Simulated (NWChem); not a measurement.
System meant: C3H10Si; SMILES CC[SiH2]C

Input file for NWChem:

```
start job
memory heap 200 mb stack 900 mb global 1100 mb
geometry units angstroms noautoz
  C     -0.063060     2.297133     0.000000
  C      0.651024     0.947775     0.000000
  Si    -0.499170    -0.551347     0.000000
  C      0.466693    -2.166317     0.000000
  H      0.649001     3.137853     0.000000
  H     -0.707116     2.414902    -0.886211
  H     -0.707116     2.414902     0.886211
  H      1.313500     0.862155     0.879866
  H      1.313500     0.862155    -0.879866
  H     -1.388163    -0.493707    -1.207390
  H     -1.388163    -0.493707     1.207390
  H      1.109722    -2.241327     0.890890
  H     -0.213152    -3.032181     0.000000
  H      1.109722    -2.241327    -0.890890
end
basis spherical
  * library def2-svp
end
dft
  xc b3lyp
  iterations 4
  mulliken
end
task dft energy
```

End of the output:

```
    Atom       Charge   Shell Charges
 -----------   ------   -------------------------------------------------------
    1 C    6     6.06   1.96  0.57  0.30  1.89  1.26  0.07
    2 C    6     6.22   1.96  0.60  0.32  1.93  1.34  0.06
    3 Si  14    13.47   2.00  1.93  0.65  0.32  5.82  1.33  1.10  0.33
    4 C    6     6.25   1.96  0.59  0.34  1.90  1.42  0.05
    5 H    1     0.98   0.64  0.27  0.06
    6 H    1     0.98   0.64  0.27  0.06
    7 H    1     0.98   0.64  0.27  0.06
    8 H    1     0.97   0.64  0.27  0.07
    9 H    1     0.97   0.64  0.27  0.07
   10 H    1     1.11   0.66  0.44  0.02
   11 H    1     1.11   0.66  0.44  0.02
   12 H    1     0.97   0.63  0.27  0.07
   13 H    1     0.96   0.63  0.27  0.07
   14 H    1     0.97   0.63  0.27  0.07

 center of mass
 --------------
 x =  -0.02490629 y =  -0.03000833 z =   0.00000000

 moments of inertia (a.u.)
 ------------------
         677.231921220676           0.000000000000           0.000000000000
           0.000000000000         120.404907084764           0.000000000000
           0.000000000000           0.000000000000         742.773412117530

     Multipole analysis of the density
     ---------------------------------

     L   x y z        total         alpha         beta         nuclear
     -   - - -        -----         -----         ----         -------
     0   0 0 0      0.000000    -21.000000    -21.000000     42.000000

     1   1 0 0      0.323406      0.161703      0.161703     -0.000000
     1   0 1 0     -0.023322     -0.011661     -0.011661      0.000000
     1   0 0 1      0.000000      0.000000      0.000000      0.000000

     2   2 0 0    -27.394319    -46.870001    -46.870001     66.345684
     2   1 1 0     -0.093343      1.624477      1.624477     -3.342297
     2   1 0 1      0.000000      0.000000      0.000000      0.000000
     2   0 2 0    -26.265148   -213.472734   -213.472734    400.680320
     2   0 1 1      0.000000      0.000000      0.000000      0.000000
     2   0 0 2    -26.955278    -27.087000    -27.087000     27.218722

 ------------------------------------------------------------------------
 dft energy failed                                                                                  0
 ------------------------------------------------------------------------
 ------------------------------------------------------------------------
  current input line :
    27: task dft energy
 ------------------------------------------------------------------------
 ------------------------------------------------------------------------
 This type of error is most commonly associated with calculations not reaching convergence criteria
 ------------------------------------------------------------------------
 For more information see the NWChem manual at https://nwchemgit.github.io

0:dft energy failed:Received an Error in Communication
```

Task: What is wrong, and how is it mended?

Result: Convergence was not reached. Cause: the SCF was allowed too few iterations. This input runs:
```
start job
memory heap 200 mb stack 900 mb global 1100 mb
geometry units angstroms noautoz
  C     -0.063060     2.297133     0.000000
  C      0.651024     0.947775     0.000000
  Si    -0.499170    -0.551347     0.000000
  C      0.466693    -2.166317     0.000000
  H      0.649001     3.137853     0.000000
  H     -0.707116     2.414902    -0.886211
  H     -0.707116     2.414902     0.886211
  H      1.313500     0.862155     0.879866
  H      1.313500     0.862155    -0.879866
  H     -1.388163    -0.493707    -1.207390
  H     -1.388163    -0.493707     1.207390
  H      1.109722    -2.241327     0.890890
  H     -0.213152    -3.032181     0.000000
  H      1.109722    -2.241327    -0.890890
end
basis spherical
  * library def2-svp
end
dft
  xc b3lyp
  iterations 150
  mulliken
end
task dft energy
```
It converges to -409.68792 Ha (B3LYP/def2-SVP).
